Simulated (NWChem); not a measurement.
System: Si2NH5F2; SMILES N[SiH2][SiH](F)F

```xyz
10

Si    -0.0008    -0.9971    -0.3893
F     -1.2920    -1.5032     0.4421
F      1.2954    -1.5010     0.4357
Si    -0.0030     1.3515    -0.5490
N      0.0040     2.2643     0.9337
H     -0.0034    -1.7247    -1.6899
H      1.2090     1.7353    -1.3254
H     -1.2234     1.7342    -1.3127
H     -0.8247     2.2418     1.5177
H      0.8369     2.2397     1.5115
```
Atoms are numbered in this order, from 1.

Computed with NWChem. Medium grid unless said otherwise, to which SCAN and Minnesota functionals are sensitive. Geometry: optimised at B3LYP/6-31G* (spherical d). Hybrids' shares of exact exchange are those that their runs print; pure functionals count as 0. The functionals differ in more than this share.

```
row                     share of exact exchange  orbital gap (eV)
----------------------  -----------------------  ----------------
PBE/def2-TZVP                              0.00              4.46
r2SCAN/def2-TZVP                           0.00              5.05
TPSSh/def2-TZVP                            0.10              5.62
B3LYP/def2-TZVP                            0.20              6.19
PW6B95/def2-TZVP                           0.28              6.70
Hartree-Fock/def2-TZVP                     1.00          withheld
```

Task: Fit a straight line of the last column on the one before it, predict the withheld value, and compare with the run.

Result: 
1. Means of the 5 shown rows: x = 0.116, y = 5.604. Slope Σ(x − x̄)(y − ȳ)/Σ(x − x̄)² = 0.4257/0.06112 = 6.965; intercept 4.796.
2. The shown rows scatter about the line by 0.198 (root mean square); the largest residual is -0.34, at PBE/def2-TZVP.
3. At x = 1.00 (Hartree-Fock/def2-TZVP; beyond the shown range) the line gives 11.76.
4. The run gives 12.80, +1.04 from the line, 5.3 times the scatter.
